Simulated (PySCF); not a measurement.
Record of a relaxation.

Compound: C3H3Cl2FSi.
Numbering: `[F:1][C@@H:2]1[CH:3]=[C:4]1[SiH:5]([Cl:6])[Cl:7]` (hydrogens: H8 on C2; H9 on C3; H10 on Si5)

Computed by this run: PySCF, PBE0-D3(BJ)/def2-SVP geometry optimisation, gas phase; density fitting, grid level 1; the optimiser is geomeTRIC in internal coordinates, started from a GFN2-xTB structure with every atom displaced at random (about 0.01 Å). The frame can shift and turn from step to step; on so coarse a grid that alone can change the energy by a few meV, and forces under 0.02 eV/Å are noise.

Step 0: E = -38767.7350 eV, largest atomic force 2.975 eV/Å
```
atom  x, y, z in Å  |  force x, y, z in eV/Å
F1     -1.311   -0.145   -2.099   -0.141   0.063   0.191
C2     -1.404   -0.211   -0.728    1.852   1.555  -0.124
C3     -1.204    1.013    0.054    1.949  -2.214  -0.388
C4     -0.147    0.168    0.052   -2.772   0.879  -0.478
Si5     1.561   -0.355    0.455   -0.728   0.545   0.037
Cl6     2.493    1.205    1.343    0.397   0.486   0.301
Cl7     1.456   -1.911    1.734   -0.015  -0.660   0.506
H8     -2.060   -1.003   -0.467   -0.793  -1.042   0.489
H9     -1.594    1.958    0.372   -0.247   0.666   0.200
H10     2.261   -0.741   -0.737    0.497  -0.277  -0.734
```

Step 1: E = -38767.8852 eV, largest atomic force 0.340 eV/Å
```
atom  x, y, z in Å  |  force x, y, z in eV/Å
F1     -1.498    0.022   -2.075   -0.012   0.070  -0.118
C2     -1.467   -0.109   -0.718    0.095  -0.233   0.163
C3     -1.068    1.030    0.101   -0.325   0.034  -0.093
C4     -0.166    0.079   -0.020   -0.042   0.141   0.076
Si5     1.545   -0.442    0.394    0.042  -0.034   0.113
Cl6     2.486    1.136    1.322   -0.053  -0.067  -0.052
Cl7     1.458   -2.032    1.704   -0.002   0.069  -0.078
H8     -2.198   -0.880   -0.415    0.112   0.182   0.031
H9     -1.355    2.010    0.490    0.154  -0.131  -0.023
H10     2.316   -0.836   -0.803    0.030  -0.031  -0.020
```

Step 2: E = -38767.8902 eV, largest atomic force 0.156 eV/Å
```
atom  x, y, z in Å  |  force x, y, z in eV/Å
F1     -1.501    0.033   -2.073   -0.014  -0.077  -0.055
C2     -1.463   -0.118   -0.715    0.057   0.031   0.015
C3     -1.075    1.027    0.095   -0.138  -0.072   0.013
C4     -0.167    0.081   -0.017    0.028   0.125   0.040
Si5     1.546   -0.440    0.396    0.015  -0.033   0.022
Cl6     2.484    1.139    1.319   -0.020  -0.024  -0.023
Cl7     1.457   -2.028    1.702   -0.003   0.022  -0.029
H8     -2.192   -0.879   -0.406    0.007   0.025  -0.007
H9     -1.354    2.007    0.480    0.066   0.010   0.020
H10     2.320   -0.841   -0.799    0.002  -0.007   0.002
```

Step 3: E = -38767.8925 eV, largest atomic force 0.135 eV/Å
```
atom  x, y, z in Å  |  force x, y, z in eV/Å
F1     -1.492   -0.008   -2.077    0.002   0.037   0.084
C2     -1.459   -0.119   -0.713    0.037  -0.041  -0.088
C3     -1.084    1.033    0.092    0.014  -0.038  -0.080
C4     -0.168    0.094   -0.013    0.074   0.063   0.039
Si5     1.544   -0.434    0.395   -0.017  -0.038  -0.050
Cl6     2.484    1.137    1.323    0.018   0.023   0.009
Cl7     1.447   -2.028    1.688   -0.007  -0.029   0.024
H8     -2.185   -0.872   -0.390   -0.083  -0.106   0.011
H9     -1.352    2.011    0.478   -0.015   0.112   0.037
H10     2.320   -0.837   -0.801   -0.023   0.017   0.015
```

Step 4: E = -38767.8941 eV, largest atomic force 0.083 eV/Å
```
atom  x, y, z in Å  |  force x, y, z in eV/Å
F1     -1.490   -0.007   -2.074    0.003   0.000   0.036
C2     -1.457   -0.123   -0.711   -0.004  -0.009  -0.033
C3     -1.086    1.035    0.089    0.000  -0.026  -0.026
C4     -0.167    0.097   -0.011    0.040   0.069   0.025
Si5     1.544   -0.433    0.396   -0.017  -0.029  -0.030
Cl6     2.489    1.137    1.322    0.013   0.013   0.009
Cl7     1.445   -2.028    1.689   -0.004  -0.016   0.016
H8     -2.183   -0.880   -0.390   -0.024  -0.037  -0.001
H9     -1.354    2.017    0.471   -0.001   0.028   0.003
H10     2.314   -0.836   -0.801   -0.006   0.007   0.002
```

Step 5: E = -38767.8953 eV, largest atomic force 0.048 eV/Å
```
atom  x, y, z in Å  |  force x, y, z in eV/Å
F1     -1.484   -0.020   -2.070    0.004  -0.012  -0.007
C2     -1.453   -0.128   -0.708   -0.031  -0.003   0.011
C3     -1.090    1.040    0.083    0.012  -0.008   0.010
C4     -0.167    0.105   -0.006    0.012   0.046   0.007
Si5     1.543   -0.430    0.399   -0.015  -0.017  -0.013
Cl6     2.498    1.134    1.324    0.008   0.005   0.008
Cl7     1.438   -2.029    1.688   -0.002  -0.004   0.007
H8     -2.178   -0.888   -0.384    0.016   0.011  -0.004
H9     -1.358    2.027    0.457   -0.006  -0.018  -0.018
H10     2.307   -0.833   -0.802    0.003   0.001  -0.004
```

Step 6: E = -38767.8963 eV, largest atomic force 0.044 eV/Å
```
atom  x, y, z in Å  |  force x, y, z in eV/Å
F1     -1.476   -0.038   -2.068    0.003  -0.010  -0.024
C2     -1.450   -0.132   -0.704   -0.032  -0.005   0.029
C3     -1.095    1.046    0.075    0.024   0.005   0.021
C4     -0.166    0.116   -0.001   -0.006   0.019  -0.006
Si5     1.541   -0.426    0.402   -0.007  -0.007   0.003
Cl6     2.507    1.130    1.331    0.002  -0.002   0.005
Cl7     1.428   -2.029    1.685   -0.001   0.003   0.000
H8     -2.171   -0.894   -0.375    0.025   0.027  -0.003
H9     -1.366    2.037    0.438   -0.013  -0.029  -0.022
H10     2.301   -0.829   -0.802    0.006  -0.002  -0.003
```

Step 7: E = -38767.8972 eV, largest atomic force 0.034 eV/Å
```
atom  x, y, z in Å  |  force x, y, z in eV/Å
F1     -1.467   -0.062   -2.066    0.002  -0.005  -0.022
C2     -1.445   -0.136   -0.701   -0.018  -0.006   0.029
C3     -1.098    1.053    0.064    0.026   0.013   0.014
C4     -0.164    0.128    0.002   -0.014  -0.005  -0.017
Si5     1.540   -0.422    0.406    0.003   0.003   0.016
Cl6     2.516    1.124    1.344   -0.004  -0.006  -0.001
Cl7     1.414   -2.031    1.682   -0.002   0.007  -0.006
H8     -2.162   -0.898   -0.364    0.017   0.021  -0.001
H9     -1.376    2.047    0.412   -0.014  -0.020  -0.014
H10     2.297   -0.824   -0.799    0.005  -0.001   0.000
```

Step 8: E = -38767.8978 eV, largest atomic force 0.027 eV/Å
```
atom  x, y, z in Å  |  force x, y, z in eV/Å
F1     -1.461   -0.083   -2.065    0.000   0.000  -0.008
C2     -1.442   -0.140   -0.699   -0.002  -0.005   0.018
C3     -1.100    1.058    0.053    0.016   0.014  -0.001
C4     -0.162    0.136    0.003   -0.010  -0.016  -0.019
Si5     1.539   -0.418    0.412    0.007   0.006   0.020
Cl6     2.518    1.120    1.359   -0.006  -0.006  -0.003
Cl7     1.402   -2.032    1.680   -0.003   0.005  -0.007
H8     -2.156   -0.899   -0.354    0.002   0.006   0.000
H9     -1.385    2.055    0.387   -0.007  -0.004  -0.002
H10     2.299   -0.818   -0.793    0.003   0.001   0.003
```

Step 9: E = -38767.8982 eV, largest atomic force 0.024 eV/Å
```
atom  x, y, z in Å  |  force x, y, z in eV/Å
F1     -1.455   -0.102   -2.066    0.000   0.003   0.005
C2     -1.438   -0.143   -0.699    0.008  -0.003   0.008
C3     -1.098    1.063    0.041    0.001   0.011  -0.015
C4     -0.160    0.141    0.002   -0.001  -0.017  -0.017
Si5     1.539   -0.415    0.418    0.006   0.005   0.015
Cl6     2.515    1.117    1.376   -0.005  -0.002  -0.003
Cl7     1.389   -2.034    1.678   -0.003   0.000  -0.004
H8     -2.152   -0.899   -0.346   -0.009  -0.007   0.000
H9     -1.389    2.062    0.362    0.002   0.008   0.008
H10     2.305   -0.812   -0.783    0.001   0.002   0.004
```

Step 10: E = -38767.8987 eV, largest atomic force 0.030 eV/Å
```
atom  x, y, z in Å  |  force x, y, z in eV/Å
F1     -1.450   -0.125   -2.068    0.000   0.004   0.014
C2     -1.435   -0.147   -0.701    0.011   0.001   0.000
C3     -1.095    1.069    0.024   -0.014   0.004  -0.025
C4     -0.158    0.145   -0.002    0.010  -0.012  -0.012
Si5     1.538   -0.411    0.427    0.000   0.002   0.006
Cl6     2.506    1.115    1.401   -0.001   0.003   0.001
Cl7     1.373   -2.037    1.676   -0.002  -0.005   0.000
H8     -2.150   -0.897   -0.338   -0.014  -0.015  -0.001
H9     -1.390    2.070    0.331    0.011   0.015   0.014
H10     2.316   -0.804   -0.769    0.000   0.003   0.004
```

Step 11: E = -38767.8992 eV, largest atomic force 0.035 eV/Å
```
atom  x, y, z in Å  |  force x, y, z in eV/Å
F1     -1.446   -0.153   -2.071    0.000   0.003   0.017
C2     -1.432   -0.151   -0.703    0.007   0.003  -0.004
C3     -1.089    1.076    0.001   -0.024  -0.003  -0.026
C4     -0.155    0.149   -0.007    0.017  -0.004  -0.005
Si5     1.536   -0.408    0.439   -0.007  -0.003  -0.006
Cl6     2.491    1.113    1.434    0.005   0.007   0.005
Cl7     1.352   -2.044    1.672   -0.001  -0.007   0.004
H8     -2.150   -0.892   -0.328   -0.012  -0.016  -0.001
H9     -1.384    2.082    0.293    0.017   0.015   0.015
H10     2.331   -0.793   -0.748   -0.001   0.003   0.002
```

Step 12: E = -38767.8997 eV, largest atomic force 0.024 eV/Å
```
atom  x, y, z in Å  |  force x, y, z in eV/Å
F1     -1.444   -0.174   -2.072    0.000   0.001   0.010
C2     -1.430   -0.154   -0.705    0.000   0.003  -0.002
C3     -1.083    1.082   -0.018   -0.019  -0.005  -0.015
C4     -0.153    0.152   -0.013    0.015   0.003  -0.001
Si5     1.534   -0.407    0.448   -0.010  -0.006  -0.011
Cl6     2.477    1.109    1.461    0.007   0.007   0.007
Cl7     1.334   -2.051    1.667    0.001  -0.005   0.004
H8     -2.151   -0.887   -0.319   -0.005  -0.008  -0.001
H9     -1.373    2.093    0.263    0.013   0.008   0.008
H10     2.343   -0.784   -0.731   -0.001   0.002   0.000
```

Step 13: E = -38767.8999 eV, largest atomic force under 0.02 eV/Å
```
atom  x, y, z in Å  |  force x, y, z in eV/Å
F1     -1.446   -0.183   -2.072   -0.001   0.000   0.001
C2     -1.431   -0.154   -0.704   -0.004   0.001   0.003
C3     -1.080    1.085   -0.025   -0.006  -0.002  -0.001
C4     -0.152    0.152   -0.016    0.007   0.004  -0.002
Si5     1.532   -0.408    0.451   -0.006  -0.005  -0.006
Cl6     2.472    1.105    1.473    0.004   0.003   0.004
Cl7     1.327   -2.056    1.663    0.001  -0.002   0.002
H8     -2.154   -0.883   -0.314    0.001   0.001   0.000
H9     -1.363    2.099    0.252    0.005   0.000   0.001
H10     2.348   -0.780   -0.726    0.000   0.001  -0.002
```

**Question.** Summarise the path.

**Answer.** The energy falls by 3.80 kcal/mol from step 0 to step 13; nine tenths of that is first reached at step 1. It falls at every step. The largest force goes from 2.975 to under 0.02 eV/Å. Among the bonds Si5–H10 changes most (a near tie, within 0.001 Å, with another), from 1.436 to 1.479 Å; the atoms move by 0.126 Å rms after alignment.

**Question.** Follow the three bonds and two angles with the largest change from start to end.

**Answer.** 
```tsv
step	E above end (kcal/mol)	largest force (eV/Å)	Si5–H10 (Å)	C2–C4 (Å)	Si5–Cl7 (Å)	C3–C4–Si5 (°)	C2–C4–Si5 (°)
0	3.80	2.975	1.436	1.528	2.017	155.0	144.0
1	0.34	0.340	1.477	1.488	2.061	145.4	152.2
2	0.22	0.156	1.479	1.486	2.058	145.9	151.7
3	0.17	0.135	1.481	1.483	2.055	146.7	151.0
4	0.13	0.083	1.480	1.484	2.056	147.0	150.6
5	0.11	0.048	1.479	1.484	2.056	147.7	149.9
6	0.08	0.044	1.479	1.485	2.057	148.4	149.2
7	0.06	0.034	1.479	1.485	2.057	149.2	148.4
8	0.05	0.027	1.479	1.485	2.057	149.7	148.0
9	0.04	0.024	1.479	1.485	2.057	149.9	147.7
10	0.03	0.030	1.480	1.485	2.057	150.0	147.6
11	0.02	0.035	1.479	1.485	2.056	150.0	147.6
12	0.01	0.024	1.479	1.485	2.056	150.0	147.7
13	0.00	under 0.02	1.479	1.485	2.056	149.9	147.7
```

The cost below is that of the whole optimisation. The run took 87 s on Arm Neoverse V2, one thread, shared host with 48 logical CPUs at a one-minute load of 29, and the process peaked at 0.53 GiB of memory.
